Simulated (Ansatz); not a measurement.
`C#CCC[SiH3]`, charge 0, multiplicity 1.

(1) Give a relaxed structure at PBE0-D4/def2-TZVP (the Gaussian-basis code of Ansatz). (Estimate.)

Answers

(1) The calculation gave: 
```xyz
13

C     0.8386    1.2831   -2.7595
C     0.6850    0.5519   -1.8198
C     0.4791   -0.3079   -0.6660
C    -0.3750    0.3527    0.4226
Si   -0.6509   -0.7442    1.9222
H     0.9790    1.9260   -3.5958
H     0.0087   -1.2397   -0.9988
H     1.4555   -0.5912   -0.2574
H     0.0991    1.2836    0.7483
H    -1.3473    0.6344    0.0072
H    -1.4878   -0.0417    2.9303
H    -1.3366   -2.0033    1.5212
H     0.6525   -1.1036    2.5455
```
Point group Cs.
This is one stationary point; other conformers may exist.
